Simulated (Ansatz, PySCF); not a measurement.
The pair A = HF (SMILES F) (first 2 atoms), B = H2 (SMILES [H][H]); geometry from B3LYP-D3(BJ)/def2-TZVP.
(charge 0, multiplicity 1):
```xyz
4

F     -0.08210     0.19386    -0.50397
H     -0.06940     0.09894     0.41765
H     -0.09103    -0.45966     2.30920
H      0.00800     0.27668     2.37974
```

Frozen-core correlation. Rows in 6-31G* carry no dispersion term and start afresh at each structure (6-31G* with six Cartesian d functions).

Run with Ansatz (Gaussian basis) for Hartree–Fock, density functionals and correlated methods; PySCF for 6-31G* rows. 

Total energies (hartree), monomers frozen at their geometry in the pair:

```tsv
structure	HF/6-31G*	MP2/aug-cc-pVDZ	CCSD(T)/aug-cc-pVDZ
AB	-101.1283599	-101.4139450	-101.4304193
A in the pair's basis	-100.0028993	-100.2561860	-100.2640949
B in the pair's basis	-1.1266741	-1.1565034	-1.1650709
A	-100.0026175	-100.2557997	-100.2636336
B	-1.1266382	-1.1561651	-1.1647427
```

### Question
Work out the interaction energy without and with the counterpoise correction, and the superposition error, for each level.

### Answer

E(AB) − E(A) − E(B), times 627.509 kcal/mol, with the monomers in their own basis and then in the pair's basis:
- HF/6-31G*: 0.56 uncorrected, 0.76 corrected; the monomers gain 0.20 kcal/mol from borrowed functions
- MP2/aug-cc-pVDZ: -1.24 uncorrected, -0.79 corrected; the monomers gain 0.45 kcal/mol from borrowed functions
- CCSD(T)/aug-cc-pVDZ: -1.28 uncorrected, -0.79 corrected; the monomers gain 0.50 kcal/mol from borrowed functions

Ansatz is a quantum-chemistry and plane-wave program.
